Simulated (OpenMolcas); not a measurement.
An atom or ion with 26 electrons was computed by MS-RASPT2, IPEA 0.25 Eh, imaginary shift 0.1 Eh with spin-orbit coupling (OpenMolcas, ANO-RCC-VTZP, DKH2). The lowest levels that the run gave, each within 12 % of the measured value where one is at hand:

| J | Parity | E (cm⁻¹) | g |
| --- | --- | --- | --- |
| 4 | even | 0.0 | 1.250 |
| 3 | even | 1949 | 1.084 |
| 2 | even | 3210 | 0.670 |
| 2 | even | 15770 | 1.062 |
| 2 | even | 19840 | 1.435 |
| 1 | even | 20260 | 1.501 |
| 0 | even | 20600 |  |
| 4 | even | 27040 | 1.000 |
| 0 | even | 61250 |  |
| 5 | even | 132210 | 1.400 |
| 4 | even | 133410 | 1.349 |

Task: Which ion is it, and what are the configurations and terms?

Result: Cu³⁺ (Z = 29, charge +3; active space 8 electrons in 9 orbitals (RAS2 3d 4s; RAS3 4p, at most 2 electrons)). J, parity and g give the terms where levels are pure, and mixed ones are named by the computed weights; the size of the splittings, set against known spectra of the 26-electron sequence, gives the charge. In order, with the measured energies in cm⁻¹ (Sugar and Musgrove, J. Phys. Chem. Ref. Data 19, 527 (1990)): 3d⁸ ³F₄, 3d⁸ ³F₃ (1861), 3d⁸ ³F₂ (3078), 3d⁸ ¹D₂ (16248), 3d⁸ ³P₂ (19697), 3d⁸ ³P₁ (20097), 3d⁸ ³P₀ (20423), 3d⁸ ¹G₄ (26913), 3d⁸ ¹S₀ (61456), 3d⁷ 4s ⁵F₅ (119632), 3d⁷ 4s ⁵F₄ (120919).

Term energies are means over components that CASPT2 splits; among the terms shown or strongly mixed into the levels shown the widest spread is 1700 cm-1 (3d⁸ ¹G). Some high roots are left out of the spin-orbit mixing, which shifts the levels that they would mix with. Terms from blocks run as CI alone lack orbitals of their own. A single d shell beside an s shell can misplace configurations of different d count against each other. Computed and measured levels are paired by configuration, term and J; levels that our copy of the source lacks, or whose pairing is in doubt (as where it misses far off the trend of its configuration), stay unpaired and out of the deviations. Levels of configurations outside the active space are missing.
